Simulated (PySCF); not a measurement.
Telling isomers of C$_{4}$H$_{8}$F$_{2}$O$_{2}$ apart by NMR

[PySCF 2.14.0 with density-fitted response routines: shielding tensors at PBE0/pcSseg-1 (GIAO); J: B3LYP/pcJ-1 (spin–dipole term left out of most H,H and C,H couplings); PBE0-D3(BJ)/def2-SVP geometry; no solvent model; single conformer; relativity neglected; averaged over atoms made equivalent by symmetry, fast rotation or ring inversion]

References, each an isolated molecule treated in the same way: 1H (σref 31.27), 13C (σref 184.41) against TMS. Multiplet labels drop J under 1 Hz and among equivalent protons, and merge close values. Unscaled 3J(H,H) run several per cent high. Vicinal couplings that depend on rotamer populations or ring flexing (ring, CH–CH, X–H and H–F types) are those of the one conformer. One-bond C–F couplings are unscaled and too large by tens of Hz. Shifts are as computed. Against solution values, carbons near 30 ppm lie about +2 ppm off and those near 130 ppm about +5 ppm. Of 1313 compounds with measured shifts, 239 miss one by over three times the rms of a fit or turn the order of signals round; such compounds aren't used in these exercises.

(1) Tabulate the signals of `COCC(F)(F)OC`, `CO[C@@H](F)[C@@H](F)OC`, `CCOCOC(F)F`, `COC(F)(CF)OC` and their relative energies.

(2) What is the quickest way to tell CO[C@@H](F)[C@@H](F)OC from CCOCOC(F)F?

(3) What is the quickest way to tell COCC(F)(F)OC from CCOCOC(F)F?

(4) What is the quickest way to tell CO[C@@H](F)[C@@H](F)OC from COC(F)(CF)OC?

Answers

(1) 
| SMILES | carbon types | δC | δH | E rel. (kcal/mol) |
| --- | --- | --- | --- | --- |
| COCC(F)(F)OC | 1×C 1×CH2 2×CH3 | 127.6, 74.3, 60.7, 48.1 | 3.54 (s, 3H), 3.42 (t, 3H), 3.38 (t, 2H) | 7.1 |
| CO[C@@H](F)[C@@H](F)OC | 2×CH 2×CH3 | 110.8, 56.4 | 4.56 (dd, 2H), 3.53 (m, 6H) | 12.0 |
| CCOCOC(F)F | 1×CH 2×CH2 1×CH3 | 119.1, 91.4, 65.1, 16.6 | 6.11 (t, 1H), 4.79 (m, 2H), 3.53 (q, 2H), 1.29 (t, 3H) | 0.0 |
| COC(F)(CF)OC | 1×C 1×CH2 2×CH3 | 118.8, 87.8, 50.9 | 4.40 (dd, 2H), 3.54 (dd, 6H) | 9.7 |

Energies are electronic energies at PBE0/pcSseg-1 on these geometries, without zero-point or thermal terms, each for the one conformer computed, which needn't be the lowest.

(2) Count the carbon signals: 2 against 4. The first has a methyl carbon bonded to O (CH3) at 56.4 ppm, the second an sp3 carbon bearing two oxygens (CH2) at 91.4 ppm. Their most deshielded carbons lie at 110.8 and 119.1 ppm. In the proton spectra the most deshielded non-exchanging signals are 4.56 (dd, J = 72.9, 1.3 Hz, 2H) and 6.11 (t, J = 86.1 Hz, 1H).

(3) Both give the same number of carbon signals, but DEPT or the intensities differ. The first has a fully substituted sp3 carbon bonded to 2 F and O (C) at 127.6 ppm, the second an sp3 CH bonded to 2 F and O at 119.1 ppm. In the proton spectra the most deshielded non-exchanging signals are 3.54 (s, 3H) and 6.11 (t, J = 86.1 Hz, 1H).

(4) Count the carbon signals: 2 against 3. The first has an sp3 CH bonded to F and O at 110.8 ppm, the second an sp3 carbon bearing two oxygens (C) at 118.8 ppm.
